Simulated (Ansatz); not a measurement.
```yaml
crystal:
  periodic: [false, false, false]
  atoms:
    - {symbol: C, position_ang: [-0.683509, 1.362893, -0.004907]}
    - {symbol: C, position_ang: [-0.249531, 0.308097, 1.011342]}
    - {symbol: Si, position_ang: [1.058811, -0.875959, 0.352642]}
    - {symbol: N, position_ang: [0.414995, -1.714553, -1.017683]}
    - {symbol: H, position_ang: [-1.081088, 0.898623, -0.909767]}
    - {symbol: H, position_ang: [-1.456346, 2.019951, 0.404945]}
    - {symbol: H, position_ang: [0.158568, 1.990926, -0.306138]}
    - {symbol: H, position_ang: [-1.109734, -0.283413, 1.344948]}
    - {symbol: H, position_ang: [0.152893, 0.779417, 1.914325]}
    - {symbol: H, position_ang: [2.242997, -0.121651, -0.170004]}
    - {symbol: H, position_ang: [-0.419335, -2.271522, -0.914356]}
    - {symbol: H, position_ang: [1.048278, -2.148010, -1.671351]}
basis:
  gaussian: {orbitals: ANO-RCC-VTZP, point_charges: [{charge: -1.00, position_ang: [5.465, -0.376, 0.968]}]}
magnetization: {spin_polarized: true, initial_magnetization: 1}
hamiltonian: {xc: {name: BHLYP}, dispersion: d4}
accuracy: high
scf: {lower_state_search: light}
```

```sh
$ ansatz run in.yaml --threads 4 --pin off --events-out ev --progress --plain --max-ram 10444MiB
```

Output, abridged:

```
Functional definition: BHLYP
4544 factors; integrals over basis functions are off by at most 3.5e-9 eV
mean field evaluation 1: about -11579.5488 eV, gradient 4.9e1 eV
mean field evaluation 2: about -11577.2704 eV, gradient 5.2e1 eV
mean field evaluation 4: about -11589.5539 eV, gradient 2.4e0 eV
mean field evaluation 8: about -11589.6354 eV, gradient 1.2e-1 eV
mean field evaluation 16: about -11589.6356 eV, gradient 2.7e-4 eV
mean field -11589.63560578 eV, -425.9112527753 hartree, gradient 5.3e-8 eV, S^2 0.753292; 0 other end points of the search recorded, 0 dependent functions left out
reference -11589.63564404 eV, -425.9112541814 hartree; 21, 20 occupied and 215, 216 virtual orbitals, 4544 factors
Total energy: -11589.91153390 eV, -425.9213929465 hartree
Relativity: scalar
```

It took 52 s on 4 threads of an Intel Xeon Platinum 8488C on a shared host, with 2.2 GiB of host memory at the peak.
